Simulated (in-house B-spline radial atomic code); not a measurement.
A run on an ion of nuclear charge 51 with 51.8 electrons that did not converge. Method: scalar-relativistic (X2C) r2SCAN, spin-polarised, spherical fractional occupations, Fermi nucleus of rms radius 4.6802 fm; computed with a B-spline radial code for spherical atoms.

Command:
```bash
python run_scf.py task.json out
```
Settings (nuclear radius in fm, mass in u):
```
Z                51
configuration    [Kr] 4d10 5s2 5p3.8
hamiltonian      x2c
method           r2scan
spin_polarised   True
nucleus          fermi
rms_radius       4.6802
atomic_mass      120.90381
speed_of_light   137.035999084
```

First and last ten iterations of the last attempt (damped for 15 steps, keeping 80 % of the old Fock matrix, then DIIS):
```
 iter        energy (Eh)    residual
    1       -6480.855697    1.05e-01
    2       -6480.863908    1.58e-03
    3       -6480.863930    1.24e-03
    4       -6480.863973    9.85e-04
    5       -6480.856988    5.33e-03
    6       -6480.863359    2.67e-03
    7       -6480.863714    1.66e-03
    8       -6480.863851    1.03e-03
    9       -6480.863908    6.36e-04
   10       -6480.863951    3.36e-04
  111       -6480.816480    1.34e-02
  112       -6480.816249    1.34e-02
  113       -6480.816322    1.34e-02
  114       -6480.815838    1.36e-02
  115       -6480.815800    1.36e-02
  116       -6480.816240    1.35e-02
  117       -6480.863636    1.39e-03
  118       -6480.863443    1.61e-03
  119       -6480.863510    1.58e-03
  120       -6480.863477    1.59e-03
 not converged after 120 iterations
```

The smallest residual met was 3.4e-04; the threshold is about 5e-07. No energy from this run should be used. The likely cause: this method binds the added charge weakly or not at all at the basis-set limit, so charge moves back and forth between the atom and the box. Run time, properties included: 3.4 s on 1 thread of Arm Neoverse V1, on a shared host.
